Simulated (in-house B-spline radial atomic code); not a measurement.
## RPA and G0W0 on PBE0: the bromine ion Br⁵⁺

Configuration [Ar] 3d10 4s2, mean-field start PBE0. Computed with an all-electron radial atomic-structure program (B-spline basis): all electrons, scalar-relativistic (spin-free one-electron X2C), finite nucleus, each spin shell either full or empty, empty states to l = 9 with an (l + 1/2)⁻⁴ tail; G0W0 by contour deformation at full frequency.

Command:
```bash
python run_gw.py task.json out
```
Settings (radii: box in bohr, nucleus in fm):
```
Z                        35
electrons                30
configuration            [Ar] 3d10 4s2
hamiltonian              x2c
method                   pbe0
lmax                     9
rms_radius               4.1629
spin_polarised           False
box_radius               10.43
intervals                67
ion_configuration        [Ar] 3d10 4s1
```

Time taken, with all properties: 3.9 s on 1 thread of Arm Neoverse V2, with other jobs on the host.

Energies (hartree):

```
                                     term        value
                         mean-field total  -2599.60080
Hartree-Fock functional on these orbitals  -2598.23318
                      direct second order       -2.581
                    second-order exchange      0.75236
                         SOSEX correction      0.69356
```

Task: What is the RPA correlation energy, and what remains with SOSEX?

Result: RPA gives -2.2641 hartree (-2.05 eV per electron); RPA + SOSEX gives -1.5705, and the second-order doubles -1.8287 hartree (no singles). SOSEX takes back 31 % of the RPA value.

Quasi-particle levels (eV):

| level | occupied | mean field | Σx - vxc | Σc | QP weight | G0W0 |
| --- | --- | --- | --- | --- | --- | --- |
| 4s | yes | -82.39 | -3.21 | ? | ? | ? |
| 3d | yes | -142.28 | -14.25 | 3.29 | 0.928 | -153.25 |
| 4p | no | -63.65 | 5.70 | -1.65 | 0.965 | -59.61 |

G0W0 = mean field + (Σx - vxc) + Σc, with Σc (partial-wave tail included) taken at the quasi-particle energy. Only the outer levels were computed. Levels of low weight are left out.

Task: Where does G0W0 put 4s?

Result: At -87.92 eV, with Σc = -2.32 eV and a quasi-particle weight of 0.967. The tabulated removal energy is 87.39 ± 0.025 eV (NIST, measured); the calculation leaves out spin-orbit coupling, Breit and QED terms, and what these don't explain is the method's own error.

Task: What does it cost to remove one electron (to [Ar] 3d10 4s1) by differences of total energies, each species on its own start (correlation terms add to the Hartree-Fock functional)?

Result: PBE0 87.53 eV, Hartree-Fock functional 85.27 eV, + RPA 87.77 eV, + RPA + SOSEX 87.20 eV, + second order 88.04 eV. Tabulated: 87.39 ± 0.025 eV (NIST, measured); the calculation leaves out spin-orbit coupling, Breit and QED terms, and what these don't explain is the method's own error.
